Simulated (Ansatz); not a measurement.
Reaction (formal exchange of groups at a C–C bond): `C[CH2][InH][Cl]` + `C/C=C(\C)CC` → `CC/C=C(\C)CC` + `[CH3][InH][Cl]`

Computed with Ansatz on PBE0-D4/def2-TZVP structures; ΔE is electronic, products minus reactants. CCSD(T)/CBS is the MP2 limit (def2-TZVPP, def2-QZVPP) plus CCSD(T) − MP2 in def2-TZVPP, frozen cores. Double bonds are as drawn, so ΔE can hold a change between cis and trans. Functionals use def2-TZVPP. B3LYP here is the variant with VWN-RPA as its local correlation; programs differ in this. def2 core potentials past Kr. For In outer-core shells are correlated without core-valence functions, which leaves a few kJ/mol of doubt a bond. One conformer a species, not always the lowest.

Task: Is it downhill or uphill in electronic energy at CCSD(T)/CBS, and by how much? (An estimate is asked.)

Result: The calculation gave: Downhill: ΔE = -10.4 kJ/mol.

Task: What do these levels give: PBE-D4, r2SCAN-D4, B3LYP-D4, BHLYP-D4, B2PLYP, PBE0, r2SCANh, BHLYP, CCSD(T)/def2-SVP, CCSD/def2-TZVPP, CCSD(T)/def2-TZVPP, CCSD/CBS(def2)? (Estimate.)

Result: Ansatz gave: PBE-D4 -9.1, r2SCAN-D4 -10.8, B3LYP-D4 -10.2, BHLYP-D4 -11.7, B2PLYP -11.8, PBE0 -11.1, r2SCANh -11.0, BHLYP -13.0, CCSD(T)/def2-SVP -11.4, CCSD/def2-TZVPP -12.8, CCSD(T)/def2-TZVPP -12.5, CCSD/CBS(def2) -10.7 kJ/mol.

Largest T1 diagnostic among the species: 0.012.

From BLYP to BHLYP (50 % exact exchange), in def2-TZVPP and without D4, ΔE moves by −3.3 kJ/mol. Leaving LDA and LC-ωPBE aside and taking each functional with its dispersion term where it has one, the values, not all of them listed here, spread over 3.8 kJ/mol, from PBE-QIDH to BLYP-D4. In def2-TZVPP, CCSD(T) changes the Hartree–Fock value by +3.2 kJ/mol (the triples alone add +0.4 kJ/mol) and MP2 by +3.2 kJ/mol.
